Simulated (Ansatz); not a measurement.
Wavefunction ladder for C₃H₁₄Si₃Zn (`[CH3][Zn][Si@@H]([SiH3])[C@H](C)[SiH3]`)

Cartesian coordinates in Å:
```
C 2.938 -2.386 0.577
Zn 1.757 -0.833 0.527
Si 0.314 1.061 0.439
Si 0.899 2.463 -1.344
C -1.509 0.530 0.304
C -1.971 -0.199 1.570
Si -1.752 -0.531 -1.218
H 3.764 -2.272 -0.130
H 2.392 -3.296 0.313
H 3.364 -2.525 1.574
H 0.445 1.904 1.672
H 1.082 1.697 -2.608
H 2.190 3.143 -1.039
H -0.129 3.513 -1.596
H -2.100 1.444 0.163
H -1.414 -1.130 1.720
H -1.821 0.413 2.464
H -3.032 -0.462 1.523
H -3.151 -1.033 -1.315
H -0.845 -1.716 -1.135
H -1.422 0.215 -2.462
```

Total charge 0; spin multiplicity 1. For Zn the d shell is correlated and the shells below it are frozen. Scalar relativity is left out up to krypton. All single points use the PBE0-D4/def2-TZVP geometry. It is one conformer, not always the lowest. Frozen core, restricted reference, Ansatz 0.2.0.

| basis | HF (Eh) | MP2 corr. |
| --- | --- | --- |
| def2-SVP | -2765.74052 | -1.05408 |
| def2-TZVPP | -2766.41772 | -1.43423 |
| def2-QZVPP | -2766.49106 | -1.53137 |

Estimate the CCSD correlation energy and the (T) correction in each basis where they were run (hartree).


```
     basis  CCSD corr.       (T)
  def2-SVP    -1.13460  -0.03480
def2-TZVPP    -1.47949  -0.05569
```
